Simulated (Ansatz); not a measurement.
Ansatz (a program for electronic structure) input for C₄H₁₀Si, SMILES C1CC[SiH2]C1, PBE-D3(BJ)/def2-SVP. 

Ansatz 0.2 input:
```yaml
crystal:
  periodic: [false, false, false]
  atoms:
    - {symbol: C, position_ang: [-0.27005655, -0.72073224, 1.31661960]}
    - {symbol: C, position_ang: [0.27005655, 0.72073224, 1.31661961]}
    - {symbol: C, position_ang: [-0.13629687, 1.40388332, -0.00976878]}
    - {symbol: Si, position_ang: [0.00000000, 0.00000000, -1.29450260]}
    - {symbol: C, position_ang: [0.13629687, -1.40388332, -0.00976878]}
    - {symbol: H, position_ang: [0.08622742, -1.28322718, 2.19579359]}
    - {symbol: H, position_ang: [-1.37226094, -0.68877240, 1.39062368]}
    - {symbol: H, position_ang: [-0.08622742, 1.28322716, 2.19579360]}
    - {symbol: H, position_ang: [1.37226094, 0.68877239, 1.39062369]}
    - {symbol: H, position_ang: [-1.18621597, 1.74029908, 0.04156039]}
    - {symbol: H, position_ang: [0.47394417, 2.29174226, -0.23456876]}
    - {symbol: H, position_ang: [-1.20403335, -0.10292506, -2.17299567]}
    - {symbol: H, position_ang: [1.20403335, 0.10292507, -2.17299567]}
    - {symbol: H, position_ang: [1.18621597, -1.74029908, 0.04156039]}
    - {symbol: H, position_ang: [-0.47394417, -2.29174226, -0.23456877]}
basis:
  gaussian:
    orbitals: def2-SVP
hamiltonian:
  xc: pbe
  dispersion: d3bj
relax: {f_tol: 0.002, max_steps: 200}
```

Log of the run:

```
WARN ansatz: RAYON_NUM_THREADS=2 ignored (pool sized by the plan → 2); use --threads N
Functional definition: PBE
integrals: 0.07 GiB planned
1408 factors; their error is unknown
mean field: 0.41 GiB planned
mean field evaluation 1: about -12159.0854 eV, gradient 7.3e1 eV
mean field evaluation 2: about -12128.0223 eV, gradient 1.3e2 eV
mean field evaluation 4: about -12173.1757 eV, gradient 3.7e0 eV
mean field evaluation 8: about -12173.2092 eV, gradient 2.8e-1 eV
mean field evaluation 16: about -12173.1233 eV, gradient 1.3e-4 eV
mean field -12173.12328651 eV, -447.3540295400 hartree, gradient 4.6e-6 eV, S^2 0.000000; 0 other end points of the search recorded, 0 dependent functions left out
the calculation of the forces begins
reference -12173.12332325 eV, -447.3540308901 hartree; 24, 24 occupied and 100, 100 virtual orbitals, 1408 factors
relax step   1: F+E_penalty+E_count = -12173.47998134 eV  Δ(F+E_penalty+E_count) = +0.000e0 eV  max|allowed force component| = 2.475e-1 eV/Å  Δτ_max = 0.0000 Å  (30 SCF iters, accepted)
these checks for a lower state are left out or cut short: starts, cluster_reference, orbital_swaps, neighbouring_geometries, increment
integrals: 0.07 GiB planned
1408 factors; their error is unknown
mean field: 0.41 GiB planned
mean field -12173.13469531 eV, -447.3544488054 hartree, gradient 1.9e-5 eV, S^2 0.000000; 0 other end points of the search recorded, 0 dependent functions left out
the calculation of the forces begins
reference -12173.13473211 eV, -447.3544501579 hartree; 24, 24 occupied and 100, 100 virtual orbitals, 1408 factors
relax step   2: F+E_penalty+E_count = -12173.49059723 eV  Δ(F+E_penalty+E_count) = -1.062e-2 eV  max|allowed force component| = 7.294e-2 eV/Å  Δτ_max = 0.0099 Å  (30 SCF iters, accepted)
these checks for a lower state are left out or cut short: starts, cluster_reference, orbital_swaps, neighbouring_geometries, increment
integrals: 0.07 GiB planned
1408 factors; their error is unknown
mean field: 0.41 GiB planned
mean field evaluation 32: about -12173.1361 eV, gradient 1.8e-4 eV
mean field -12173.13610279 eV, -447.3545005296 hartree, gradient 1.9e-5 eV, S^2 0.000000; 0 other end points of the search recorded, 0 dependent functions left out
the calculation of the forces begins
reference -12173.13613961 eV, -447.3545018825 hartree; 24, 24 occupied and 100, 100 virtual orbitals, 1408 factors
relax step   3: F+E_penalty+E_count = -12173.49162421 eV  Δ(F+E_penalty+E_count) = -1.027e-3 eV  max|allowed force component| = 1.592e-2 eV/Å  Δτ_max = 0.0058 Å  (31 SCF iters, accepted)
these checks for a lower state are left out or cut short: starts, cluster_reference, orbital_swaps, neighbouring_geometries, increment
integrals: 0.07 GiB planned
1408 factors; their error is unknown
mean field: 0.41 GiB planned
mean field -12173.13611207 eV, -447.3545008707 hartree, gradient 1.8e-5 eV, S^2 0.000000; 0 other end points of the search recorded, 0 dependent functions left out
the calculation of the forces begins
reference -12173.13614889 eV, -447.3545022237 hartree; 24, 24 occupied and 100, 100 virtual orbitals, 1408 factors
relax step   4: F+E_penalty+E_count = -12173.49164080 eV  Δ(F+E_penalty+E_count) = -1.659e-5 eV  max|allowed force component| = 7.113e-3 eV/Å  Δτ_max = 0.0014 Å  (21 SCF iters, accepted)
these checks for a lower state are left out or cut short: starts, cluster_reference, orbital_swaps, neighbouring_geometries, increment
integrals: 0.07 GiB planned
1408 factors; their error is unknown
mean field: 0.41 GiB planned
mean field -12173.13608904 eV, -447.3545000242 hartree, gradient 2.1e-5 eV, S^2 0.000000; 0 other end points of the search recorded, 0 dependent functions left out
the calculation of the forces begins
reference -12173.13612585 eV, -447.3545013770 hartree; 24, 24 occupied and 100, 100 virtual orbitals, 1408 factors
relax step   5: F+E_penalty+E_count = -12173.49164637 eV  Δ(F+E_penalty+E_count) = -5.567e-6 eV  max|allowed force component| = 1.089e-3 eV/Å  Δτ_max = 0.0010 Å  (21 SCF iters, accepted)
integrals: 0.07 GiB planned
1408 factors; their error is unknown
mean field: 0.41 GiB planned
mean field evaluation 64: about -12173.1361 eV, gradient 9.7e-3 eV
mean field -12173.13608904 eV, -447.3545000242 hartree, gradient 2.1e-5 eV, S^2 0.000000; 1 other end points of the search recorded, 0 dependent functions left out
the calculation of the forces begins
reference -12173.13612585 eV, -447.3545013770 hartree; 24, 24 occupied and 100, 100 virtual orbitals, 1408 factors
Total energy: -12173.49168318 eV, -447.3675678677 hartree
Atom 0 at    -0.271865    -0.720993     1.317734 Å, force     0.000887    -0.000521    -0.000211 eV/Å
Atom 1 at     0.271865     0.720993     1.317734 Å, force    -0.000887     0.000521    -0.000211 eV/Å
Atom 2 at    -0.137105     1.407595    -0.006503 Å, force     0.000540    -0.000291    -0.001089 eV/Å
Atom 3 at    -0.000000    -0.000000    -1.296772 Å, force    -0.000000    -0.000000    -0.000275 eV/Å
Atom 4 at     0.137105    -1.407595    -0.006503 Å, force    -0.000540     0.000291    -0.001089 eV/Å
Atom 5 at     0.081060    -1.287108     2.205917 Å, force    -0.000006    -0.000463     0.000562 eV/Å
Atom 6 at    -1.382069    -0.686385     1.389736 Å, force    -0.000303     0.000070     0.000019 eV/Å
Atom 7 at    -0.081060     1.287108     2.205917 Å, force     0.000006     0.000463     0.000562 eV/Å
Atom 8 at     1.382069     0.686385     1.389736 Å, force     0.000303    -0.000070     0.000019 eV/Å
Atom 9 at    -1.195576     1.742646     0.042427 Å, force    -0.000127    -0.000070     0.000129 eV/Å
Atom 10 at     0.473985     2.302616    -0.236882 Å, force     0.000289     0.000805     0.000501 eV/Å
Atom 11 at    -1.214221    -0.103013    -2.184031 Å, force     0.001025    -0.000133     0.000226 eV/Å
Atom 12 at     1.214221     0.103013    -2.184031 Å, force    -0.001025     0.000133     0.000226 eV/Å
Atom 13 at     1.195576    -1.742646     0.042427 Å, force     0.000127     0.000070     0.000129 eV/Å
Atom 14 at    -0.473985    -2.302616    -0.236882 Å, force    -0.000289    -0.000805     0.000501 eV/Å
Dipole moment:    -0.000000     0.000000     0.156094 e Å
```

Self-consistency was reached.

Cost: around 17 core-seconds (rough).
